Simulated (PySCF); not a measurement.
Job file and geometry (Å, from GFN2-xTB) of an NMR shielding run on `InChI=1S/C4H8BNO/c1-5(2)6-3-4-7/h3-4H,1-2H3/b6-3-`, GIAO PBE0/pcSseg-1 NMR shielding, non-relativistic, gas phase in PySCF 2.14.0, density-fitted response routines; density fitting, a coarse starting grid and PySCF grid level 2 are the driver's defaults:

```
$ OMP_NUM_THREADS=1 python probes_run.py task.json out

{"job": {"kind": "nmr", "xc": "PBE0", "basis": "pcSseg-1"}, "charge": 0, "multiplicity": 1}
C     -1.591831    -1.215281    -0.456336
B     -0.689046     0.094370    -0.307551
C     -1.367324     1.500088     0.029148
N      0.630322     0.014190    -0.492836
C      1.871567    -0.079753    -0.607976
C      2.747529    -0.353770     0.547236
O      3.944175    -0.461955     0.481634
H     -2.331061    -1.270468     0.337894
H     -1.007347    -2.130461    -0.443991
H     -2.133320    -1.180232    -1.399018
H     -0.660367     2.324017     0.011222
H     -2.161889     1.718996    -0.679368
H     -1.819120     1.467207     1.017672
H      2.365594     0.036248    -1.573322
H      2.197705    -0.455207     1.502370
```

Task: What does the program print?

Result: 
```
coarse grid: 12544 points
cycle   1  E = -311.4680454382  dE =  9.366e-01  |g| = 8.543e-01  |ddm| = 3.332e+00
cycle   2  E = -311.0244527568  dE =  4.436e-01  |g| = 1.719e+00  |ddm| = 2.328e+00
cycle   3  E = -311.6211929505  dE = -5.967e-01  |g| = 1.739e-01  |ddm| = 1.760e+00
cycle   4  E = -311.6268256625  dE = -5.633e-03  |g| = 9.420e-02  |ddm| = 2.143e-01
cycle   5  E = -311.6284067115  dE = -1.581e-03  |g| = 4.008e-02  |ddm| = 9.679e-02
cycle   6  E = -311.6287590908  dE = -3.524e-04  |g| = 6.777e-03  |ddm| = 2.884e-02
cycle   7  E = -311.6287684341  dE = -9.343e-06  |g| = 2.594e-03  |ddm| = 6.263e-03
final grid: 121216 points
cycle   8  E = -311.6770687779  dE = -9.473e-06  |g| = 1.463e-02  |ddm| = 2.522e-02
cycle   9  E = -311.6769561443  dE =  1.126e-04  |g| = 2.818e-02  |ddm| = 3.237e-02
cycle  10  E = -311.6771110873  dE = -1.549e-04  |g| = 3.119e-03  |ddm| = 2.345e-02
cycle  11  E = -311.6771132314  dE = -2.144e-06  |g| = 3.703e-04  |ddm| = 2.352e-03
cycle  12  E = -311.6771132596  dE = -2.819e-08  |g| = 1.425e-04  |ddm| = 3.737e-04
cycle  13  E = -311.6771132637  dE = -4.086e-09  |g| = 5.381e-05  |ddm| = 1.292e-04
cycle  14  E = -311.6771132644  dE = -6.511e-10  |g| = 1.428e-05  |ddm| = 4.632e-05
converged SCF energy = -311.6771132644

GIAO shielding tensors (ppm)
atom      isotropic    diamagn.    paramagn.     s11        s22        s33       span
  0 C      181.200     252.309     -71.109    174.806    178.435    190.360     15.554
  1 B       73.842     197.484    -123.643     44.432     56.019    121.074     76.642
  2 C      181.133     252.338     -71.206    174.049    179.330    190.019     15.970
  3 N     -147.261     324.416    -471.678   -324.219   -218.025    100.461    424.680
  4 C       44.546     254.256    -209.710    -26.532     44.854    115.315    141.847
  5 C      -13.397     252.858    -266.255   -100.069    -16.539     76.418    176.488
  6 O     -413.850     392.409    -806.259  -1127.647   -474.137    360.234   1487.881
  7 H       31.091      30.908       0.183     27.045     29.484     36.745      9.700
  8 H       31.262      31.764      -0.502     27.131     29.081     37.574     10.443
  9 H       30.981      29.919       1.062     27.406     28.445     37.093      9.688
 10 H       31.247      31.670      -0.423     27.100     29.032     37.610     10.510
 11 H       31.040      30.059       0.981     27.100     29.177     36.841      9.740
 12 H       31.021      31.011       0.009     27.276     28.796     36.990      9.714
 13 H       24.404      29.915      -5.511     22.408     23.334     27.469      5.061
 14 H       22.188      29.915      -7.727     20.971     21.741     23.852      2.880
```

Size and cost of the density-fitted run: 159 basis functions, 35 s wall time on 1 thread of an Arm Neoverse N1, shared host; peak memory 0.72 GiB.
